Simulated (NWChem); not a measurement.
System: SiNH4Br; SMILES [SiH2](N)Br

The following NWChem deck was run.

```
start job
memory heap 200 mb stack 900 mb global 1100 mb
geometry units angstroms noautoz
  Si     0.571168     1.047197     0.050733
  N     -0.727174     2.171040     0.128364
  Br     0.008776    -1.114022    -0.374998
  H      1.461836     1.450307    -1.058747
  H      1.242627     1.029358     1.368150
  H     -1.364597     2.146802     0.916456
  H     -1.216758     2.430752    -0.720656
end
basis spherical
  * library def2-svp
end
dft
  xc xtpss03 ctpss03
  iterations 150
  mulliken
end
task dft energy
```

Coordinates come from a B3LYP/6-31G* (spherical d) optimisation.

### Question
What results follow from this input? (TPSS/def2-SVP.) Quantities: basis functions; energy (Ha); highest occupied level (eV); orbital gap (eV); dipole (D).

### Answer
```yaml
number_of_basis_functions: 84
energy (Ha): -2920.37
highest occupied level (eV): -6.44
orbital gap (eV): 6.51
dipole (D): 2.34
```
